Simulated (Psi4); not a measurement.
## Nuclear repulsion and electron count by hand

System: BBr$_{3}$, charge -1, doublet, geometry from GFN2-xTB (a state made from the parent by changing its charge; the spin is typed, not shown lowest) (a gas-phase anion, which may not be bound at this level). Level: Psi4 with PBE/STO-3G. Sums are taken with unrounded values, so a last digit can differ.

Coordinates (Å):

```
atom         x         y         z
----  --------  --------  --------
B1     0.02150  -0.02457  -0.04759
Br2   -1.60548  -1.16291  -0.12149
Br3    0.01555   1.76890  -0.90300
Br4    1.58685  -0.60248   1.03130
```

### Question
Work out the nuclear repulsion energy and the numbers of alpha and beta electrons.

### Answer
In atomic units each pair adds Z_i Z_j / r_ij, with r in bohr (1 bohr = 0.529177 Å).
| pair | r (Å) | r (bohr) | Z_i Z_j | term (Eh) |
|---|---|---|---|---|
| B1-Br2 | 1.9870 | 3.7550 | 175 | 46.6051 |
| B1-Br3 | 1.9870 | 3.7550 | 175 | 46.6051 |
| B1-Br4 | 1.9870 | 3.7550 | 175 | 46.6051 |
| Br2-Br3 | 3.4401 | 6.5008 | 1225 | 188.4395 |
| Br2-Br4 | 3.4401 | 6.5008 | 1225 | 188.4395 |
| Br3-Br4 | 3.4401 | 6.5008 | 1225 | 188.4395 |
The sum is 705.1336 Eh; Psi4 gives 705.1336 Eh. The atomic numbers add up to 110, so at charge -1 there are 111 electrons; multiplicity 2 means 1 unpaired, so 56 alpha and 55 beta.
